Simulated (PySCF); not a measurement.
## Deuteron quadrupole couplings in `F[C@@H]1CC[C@@H](F)[SiH2]1`

C4H8F2Si.
Structure used (GFN2-xTB), in Å, numbered top down from 1:
```xyz
15
C4H8F2Si angstrom
F     -0.5628   -1.8149   -1.3368
C     -0.8059   -1.1518   -0.1340
C     -1.1908    0.2957   -0.4281
C      0.0867    1.0863   -0.7083
C      1.0826    0.8076    0.4144
F      0.7531    1.5850    1.5243
Si     0.8405   -1.0516    0.8642
H     -1.6318   -1.6999    0.3282
H     -1.6889    0.7036    0.4529
H     -1.8788    0.3457   -1.2735
H     -0.1195    2.1550   -0.7834
H      0.5266    0.7476   -1.6475
H      2.0938    1.1215    0.1407
H      1.8596   -1.9067    0.2668
H      0.6312   -1.2151    2.2982
```

Level: PBE0/pcSseg-1 (PySCF, non-relativistic); Q(2H) = 0.00286 b; rigid geometry, the same for H and D, with no vibrational averaging.

Question: Rank these positions by the coupling χzz of a deuteron there, largest first.
A. H15 (Si–H hydrogen)
B. H11 (methylene hydrogen)
C. H13 (methine hydrogen)

Answer: B (206 kHz), C (199 kHz), A (111 kHz).

Tabulate Vzz, the asymmetry η and χzz = 234.96 MHz × Q × Vzz for every hydrogen position.

```csv
atom,bonded to,bond length (Å),Vzz (au),η,χzz (kHz)
H8,C2,1.094,0.2963,0.09,199
H9,C3,1.091,0.3028,0.02,203
H10,C3,1.091,0.3062,0.02,206
H11,C4,1.091,0.3064,0.02,206
H12,C4,1.091,0.3029,0.02,204
H13,C5,1.094,0.2963,0.09,199
H14,Si7,1.458,0.1658,0.02,111
H15,Si7,1.458,0.1658,0.02,111
```

Average by the element that carries the hydrogen.

on C: 203 kHz over 6 positions, mean bond length 1.092 Å; on Si: 111 kHz over 2 positions, mean bond length 1.458 Å.

Give the 2H NMR doublet splittings at H13 for a magnetic field along the z, y and x axes of the gradient: 3χ/2, 3χ(1 + η)/4, 3χ(1 − η)/4.

With |χ| = 199.1 kHz and η = 0.094: 299, 163 and 135 kHz, to first order and without motion.

Isolated species at its GFN2-xTB geometry (one conformer only). GFN2-xTB bond lengths can be off by several hundredths of an ångström, more for odd bonds, and the gradients follow them. With so small a basis the couplings can be 20 % off.
